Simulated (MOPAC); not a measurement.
Input file for MOPAC: PM6 on HIZn (SMILES [ZnH][I]), a point of a bond scan (R = 1.531 Å).

```
PM6 1SCF PRECISE CHARGE=0 THREADS=1
HIZn

Zn    -0.00000000 1    -0.00000000 1    -1.52518202 1
H      0.00000000 1     0.00000000 1    -3.05594935 1
I      0.00000000 1     0.00000000 1     0.92097000 1
```

Output:

```
*******************************************************************************
 **                                                                           **
 **                              MOPAC v23.2.5                                **
 **                                                                           **
 *******************************************************************************
 ** MOPAC's Digital Object Identifier: https://doi.org/10.5281/zenodo.6511958 **
 **                                                                           **
 ** Please cite the open-source release paper for use of this MOPAC version:  **
 ** J. E. Moussa and J. J. P. Stewart (2026)                                  **
 ** MOPAC: An open-source semiempirical molecular orbital program             **
 ** J. Open Source Softw., 11(119), 8025, https://doi.org/10.21105/joss.08025 **
 *******************************************************************************

                              PM6 CALCULATION RESULTS

 *******************************************************************************
 *  PM6        - The PM6 Hamiltonian to be used
 *
 *
 *
 *                 CHARGE ON SYSTEM = 0
 *
 *
 *
 *  PRECISE    - TIGHTER CRITERIA TO BE USED
 *  1SCF       - DO 1 SCF AND THEN STOP
 *  THREADS=1  - MULTI-THREADING NOT USED
 *  T=         - A TIME OF 172800.0 SECONDS REQUESTED
 *  DUMP=N     - RESTART FILE WRITTEN EVERY 7200.0 SECONDS REQUESTED
 *******************************************************************************
PM6 1SCF PRECISE CHARGE=0 THREADS=1
 HIZn

   ATOM   CHEMICAL          X               Y               Z
  NUMBER   SYMBOL      (ANGSTROMS)     (ANGSTROMS)     (ANGSTROMS)

     1      Zn         -0.00000000  *  -0.00000000  *  -1.52518202  *
     2       H          0.00000000  *   0.00000000  *  -3.05594935  *
     3       I          0.00000000  *   0.00000000  *   0.92097000  *



          CARTESIAN COORDINATES

    NO.       ATOM           X           Y           Z

     1        Zn         -0.0000     -0.0000     -1.5252
     2         H          0.0000      0.0000     -3.0559
     3         I          0.0000      0.0000      0.9210

 General Reference for PM6:
 "Optimization of Parameters for Semiempirical Methods V: Modification of NDDO Approximations
 and Application to 70 Elements", J. J. P. Stewart, J. Mol. Mod., 13, 1173-1213 (2007)
 URL: https://link.springer.com/article/10.1007/s00894-007-0233-4

           Empirical Formula: H Zn I  =     3 atoms



      MOLECULAR POINT GROUP   :   C*v


      RHF CALCULATION, NO. OF DOUBLY OCCUPIED LEVELS = 5


 -------------------------------------------------------------------------------
 PM6 1SCF PRECISE CHARGE=0 THREADS=1
 HIZn



     1SCF WAS SPECIFIED, SO BFGS WAS NOT USED
     SCF FIELD WAS ACHIEVED


                              PM6 CALCULATION
                                                       MOPAC v23.2.5 Linux




          FINAL HEAT OF FORMATION =         21.30588 KCAL/MOL =      89.14382 KJ/MOL


          COSMO AREA              =         90.38 SQUARE ANGSTROMS
          COSMO VOLUME            =         70.67 CUBIC ANGSTROMS

          IONIZATION POTENTIAL    =          9.643270 EV
          HOMO LUMO ENERGIES (EV) =         -9.643 -1.357
          NO. OF FILLED LEVELS    =          5
          MOLECULAR WEIGHT        =        193.2924         POINT GROUP:  C*v

          MOLECULAR DIMENSIONS (Angstroms)

            Atom       Atom       Distance
            I     3    H     2     3.97692
            I     3    H     2     0.00000
           Zn     1    H     2     0.00000


          SCF CALCULATIONS        =          1





   ATOM   CHEMICAL          X               Y               Z
  NUMBER   SYMBOL      (ANGSTROMS)     (ANGSTROMS)     (ANGSTROMS)

     1      Zn         -0.00000000  *  -0.00000000  *  -1.52518202  *
     2       H          0.00000000  *   0.00000000  *  -3.05594935  *
     3       I          0.00000000  *   0.00000000  *   0.92097000  *

                             CARTESIAN COORDINATES

   1   Zn       -0.000000000    -0.000000000    -1.525182020
   2    H        0.000000000     0.000000000    -3.055949350
   3    I        0.000000000     0.000000000     0.920970000


           Empirical Formula: H Zn I  =     3 atoms



      MOLECULAR POINT GROUP   :   C*v


                  EIGENVALUES
 -21.43344 -16.01745  -9.71932  -9.64327  -9.64327  -1.35674  -1.35674   0.67990
   4.79320 113.34288 113.37117 113.37117 113.66027 113.66027


              NET ATOMIC CHARGES AND DIPOLE CONTRIBUTIONS

  ATOM NO.   TYPE          CHARGE      No. of ELECS.   s-Pop       p-Pop       d-Pop
    1         Zn           0.255554        1.7444     1.23238     0.51207
    2          H           0.052701        0.9473     0.94730
    3          I          -0.308255        7.3083     1.93700     5.36994     0.00132
 DIPOLE           X         Y         Z       TOTAL
 POINT-CHG.     0.000     0.000    -4.009     4.009
 HYBRID         0.000     0.000     1.156     1.156
 SUM            0.000     0.000    -2.853     2.853


          ATOMIC ORBITAL ELECTRON POPULATIONS

     Atom    s        px        py        pz      x^2-y^2     xz        z^2       yz        xy
    1 Zn   1.23238   0.04254   0.04254   0.42699
    2  H   0.94730
    3  I   1.93700   1.95733   1.95733   1.45528   0.00000   0.00013   0.00106   0.00013   0.00000

 **********************
 *                    *
 * JOB ENDED NORMALLY *
 *                    *
 **********************




 == MOPAC DONE ==
```

The run finished.

Cost: about 0.03 core-seconds (a rough figure).
